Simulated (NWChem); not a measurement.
Species: CaCl cation; SMILES [Ca+][Cl]

```xyz
2

Ca     0.0000     0.0000    -1.0670
Cl     0.0000     0.0000     1.2545
```
Atoms are numbered in this order, from 1.

Computed with NWChem. Pople sets run with spherical d functions. Coordinates come from a PBE0/def2-SVP optimisation. GIAO values for the isolated, static molecule; σ is the absolute isotropic shielding.

```tsv
level	σ Ca1 (ppm)	σ Cl2 (ppm)
B3LYP/6-31G*	1323.5	1015.3
Hartree-Fock/6-31G*	1315.4	1021.8
PBE0/pcSseg-1	1177.2	367.8
B3LYP/6-311G**	1150.8	441.5
```
